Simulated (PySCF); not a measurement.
# Spinor energies of Rb²⁰⁺ (rubidium, charge +20)

Start: [Ne] 3s2 3p5; 3p1/2 filled at m_j = +1/2; 3p3/2 filled at m_j = -3/2, -1/2, +1/2, +3/2. Calculated with PySCF 2.14 in an uncontracted even-tempered set (19 s from 2.3 bohr⁻², ratio 2.4; 14 p from 2.9 bohr⁻², ratio 2.4; 5 d from 14 bohr⁻², ratio 2.6; 4 f from 20 bohr⁻², ratio 2.6): generalised Hartree-Fock with the X2C-1e Hamiltonian and a Gaussian nucleus; one run each with spin-orbit coupling (SO) screened by Boettger's factors, then bare. This is a chosen level, not necessarily the ground level.

```
spinor shell  electrons  ε, screened SO (eV)  ε, bare SO (eV)  weight of nominal j (bare SO)  rms radius, bare SO (bohr)
       1s1/2          2             -16097.3         -16097.3                          1.000                      0.0464
       2s1/2          2              -2904.6          -2904.6                          1.000                       0.190
       2p1/2          2              -2703.2          -2705.7                          1.000                       0.167
       3s1/2          2              -994.33          -994.34                          1.000                       0.481
       3p1/2          1              -924.45          -925.00                          1.000                       0.472
       3p3/2          4              -907.95          -907.72                          1.000                       0.479
```

Where does 2p3/2 lie, and what is the 2p spin-orbit splitting (bare SO)?

At -2642.2 eV, 63.478 eV above 2p1/2.

```
   quantity  screened SO      bare SO
E (hartree)  -2747.05311  -2747.05964
        M_J          1/2          1/2
       ⟨J²⟩        0.752        0.752
       ⟨L²⟩        2.006        2.006
       ⟨S²⟩        0.753        0.754
```

Each row is a mean over spinors that exchange with the open shell spreads, by up to 7.256 eV (2p1/2).

Breit and QED terms are absent; they matter most for the inner s and p1/2 levels.

Densities and radii are taken from the X2C orbitals without a picture-change correction, which distorts them close to the nucleus.
